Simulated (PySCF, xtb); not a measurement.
BBr₂, SMILES Br[B]Br, multiplicity 2. Atoms are numbered in the order given.

```xyz
3

Br     0.0000    -1.6871    -0.0566
B      0.0000     0.0000     0.7927
Br     0.0000     1.6871    -0.0566
```
Charge 0, spin multiplicity 2.

Geometry optimised at B3LYP-D3(BJ)/def2-TZVP. The isomer is the one that the SMILES or the coordinates give; other isomers of the formula were not compared.

Computed with C-PCM-B3LYP/def2-SVP (PySCF).

The values are the electrostatic part of the solvation free energy, E(continuum) − E(gas) at the gas-phase geometry, in a cavity of scaled van der Waals radii (PySCF's table); cavitation and dispersion terms are not included. The dipole moment in vacuum is 0.58 D.

Computed values in water (ε = 78.36), 2-propanol (ε = 19.26), acetonitrile (ε = 35.69):
```json
[
 {"solvent": "water", "ε": "78.36", "ΔG(elec) (kcal/mol)": "-0.6", "dipole (D)": "0.71"},
 {"solvent": "2-propanol", "ε": "19.26", "ΔG(elec) (kcal/mol)": "-0.5", "dipole (D)": "0.71"},
 {"solvent": "acetonitrile", "ε": "35.69", "ΔG(elec) (kcal/mol)": "-0.6", "dipole (D)": "0.71"}
]
```

For comparison, GFN2-xTB/ALPB(water) (xtb, at the GFN2-xTB geometry, all terms of that model) gives -0.8 kcal/mol.
